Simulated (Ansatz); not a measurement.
Geometry optimisation, Ansatz 0.2.0, RKS r2SCANh-D4/def2-SVP.

input.yaml

```yaml
crystal:
  periodic: [false, false, false]
  atoms:
    - { symbol: Al, position_ang: [0.0, 0.0, 0.0] }
    - { symbol: Cl, position_ang: [0.0, 0.0, 2.23] }
    - { symbol: F, position_ang: [1.4635, 0.0, -0.845] }
    - { symbol: Cl, position_ang: [-1.9312, 0.0, -1.115] }
basis:
  gaussian: { orbitals: def2-SVP }
hamiltonian:
  xc: r2scanh
  dispersion: d4
relax:
  f_tol: 0.02
  max_steps: 40
```

Command:

```bash
$ ansatz run input.yaml --threads 2 --pin off --max-ram 3072MiB --backend cpu --events-out ev --progress --plain --runs-dir out
```

Q: Where does it end, and by what steps?

A: The run converged. After 3 steps the energy has fallen by 0.429 eV; Cl2 moved furthest, 0.14 Å.

```tsv
step	energy less start (eV)	largest force component (eV/Å)	accepted
0	0.0000	2.241	yes
1	-0.4122	0.590	yes
2	-0.4277	0.277	yes
3	-0.4294	0.019	yes
```

```xyz
4
Properties=species:S:1:pos:R:3
Al -0.038 0.000 0.022
Cl -0.004 0.000 2.093
F 1.389 0.000 -0.802
Cl -1.815 0.000 -1.043
```

Whether the end is a true minimum wasn't checked by a vibrational analysis.

Run time: 17 s on 2 threads of Arm Neoverse N1, on a shared host, peak memory 0.14 GiB.
